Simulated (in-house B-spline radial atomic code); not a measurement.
A run on Tb (an excited or competing configuration) that did not converge. Method: scalar-relativistic (X2C) B97-1, spin-polarised, spherical fractional occupations, Fermi nucleus of rms radius 5.06 fm; computed with a B-spline radial code for spherical atoms.

Command:
```bash
python run_scf.py task.json out
```
Settings (nuclear radius in fm, mass in u):
```
Z                65
configuration    [Xe] 4f9 6s1 7d1
hamiltonian      x2c
method           b97_1
spin_polarised   True
nucleus          fermi
rms_radius       5.06
atomic_mass      158.92535
speed_of_light   137.035999084
```

First and last ten iterations of the last attempt (damped for 15 steps, keeping 80 % of the old Fock matrix, then DIIS):
```
 iter        energy (Eh)    residual
    1      -11662.189115    7.04e-01
    2      -11669.846787    1.29e+00
    3      -11688.679425    7.99e-01
    4      -11698.751530    4.87e-01
    5      -11703.816358    3.27e-01
    6      -11706.184609    2.18e-01
    7      -11707.223807    1.40e-01
    8      -11707.665871    8.95e-02
    9      -11707.856963    6.18e-02
   10      -11707.944688    4.44e-02
  111      -11708.051474    1.67e-04
  112      -11708.051476    1.68e-04
  113      -11708.051489    1.41e-04
  114      -11708.051523    3.82e-04
  115      -11708.051498    1.94e-04
  116      -11708.051493    1.62e-04
  117      -11708.051492    1.70e-04
  118      -11708.051495    1.76e-04
  119      -11708.051497    1.77e-04
  120      -11708.051480    2.00e-04
 not converged after 120 iterations
```

The smallest residual met was 9.1e-05; the threshold is about 6e-07. No energy from this run should be used. Run time, properties included: 18 s on 1 thread of Arm Neoverse N1, on a shared host.
